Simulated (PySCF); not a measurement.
Species: C3H7NSi2.
SMILES with atom numbers: `[H]/[N:1]=[CH:2]\[SiH2:3][C:4]#[C:5][SiH3:6]` (hydrogens: H7 on N1; H8 on C2; H9, H10 on Si3; H11, H12, H13 on Si6)

The geometry is computed with GFN2-xTB (gas phase).

List the bond lengths, angles and torsions at this level.

```
                     bond  length (pm)
                    N1=C2        125.8
                   C2–Si3        191.1
                   Si3–C4        184.8
                    C4≡C5        121.2
                   C5–Si6        185.1
                    N1–H7        102.2
                    C2–H8        109.1
          Si3–H9, Si3–H10        146.6
Si6–H11, Si6–H12, Si6–H13        146.5
```

Bonds in one row agree within 1 pm and their mean is given. A selection of angles:
```
      angle  degrees
   C2–N1–H7    114.7
  N1–C2–Si3    128.7
   N1–C2–H8    114.1
  Si3–C2–H8    117.2
  C2–Si3–C4    105.3
  C2–Si3–H9    108.8
  C4–Si3–H9    110.5
 C4–Si3–H10    110.5
 H9–Si3–H10    112.6
  Si3–C4–C5    176.2
  C4–C5–Si6    179.5
 C5–Si6–H11    107.8
H11–Si6–H12    111.0
```

Torsions: N1–C2–Si3–C4 0° (synperiplanar); H7–N1–C2–Si3 0° (synperiplanar).

The C–Si distances run from 1.848 Å (Si3–C4, drawn single) to 1.911 Å (C2–Si3, drawn single), a spread of 0.063 Å. Of the pairs four or more bonds apart, C4···H7 is among the closest relative to their van der Waals radii: 2.73 Å, 94 % of the sum of Bondi's values. The 6 heavy atoms lie in one plane (0.001 Å rms). Si3 (SiH2 silicon) is distorted tetrahedral (angles from 105.3° to 112.6°). Si6 (SiH3 silicon) is tetrahedral (angles from 107.8° to 111.0°).

Point group: Cs (every atom within 0.08 Å of its image). Whether it is a minimum is left open (no frequencies). One conformer, not necessarily the lowest.
